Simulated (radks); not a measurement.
Valence configurations of the iridium ion Ir2+ (all share [Xe]). Calculated with a radial shooting solver on a logarithmic mesh with Libxc functionals: Dirac Kohn-Sham, BLYP, spin-unpolarised, spherical densities, point nucleus; open shells fill j = l - 1/2 first. Energies are relative to 4f14 5d7; eigenvalues in eV.

| valence | E (eV) | e(4f5/2) | e(4f7/2) | e(5d3/2) | e(5d5/2) | e(6p1/2) |
|---|---|---|---|---|---|---|
| 4f14 5d7 | 0.000 | -80.975 | -77.856 | -24.945 | -23.640 | - |
| 4f14 5d6.5 6s0.5 | 1.179 | -82.643 | -79.523 | -26.110 | -24.767 | - |
| 4f14 5d6 6p1 | 9.342 | -85.554 | -82.433 | -28.347 | -26.949 | -16.664 |
| 4f14 5d5 6s1 6p1 | 13.459 | -89.160 | -86.037 | -30.812 | -29.335 | -17.517 |
| 4f14 5d4 6s2 6p1 | 18.826 | -92.950 | -89.825 | -33.367 | - | -18.378 |
| 4f14 5d5 6p2 | 20.605 | -90.309 | -87.185 | -31.802 | -30.309 | -18.053 |
| 4f13.5 5d7.5 | 28.270 | -86.417 | -83.243 | -25.735 | -24.361 | - |
| 4f13 5d7 6p1 | 69.514 | -96.711 | -93.481 | -30.089 | -28.553 | -16.931 |
| 4f12 5d9 | 127.44 | -103.32 | -99.983 | -28.074 | -26.494 | - |
| 4f11.5 5d9 6p0.5 | 171.44 | -111.63 | -108.23 | -30.754 | -29.056 | -16.523 |

NIST lists [Xe] 4f14 5d7 as the ground configuration; this level of theory agrees among the configurations tried. The energies are those of spherical spin-averaged densities, not of single terms.
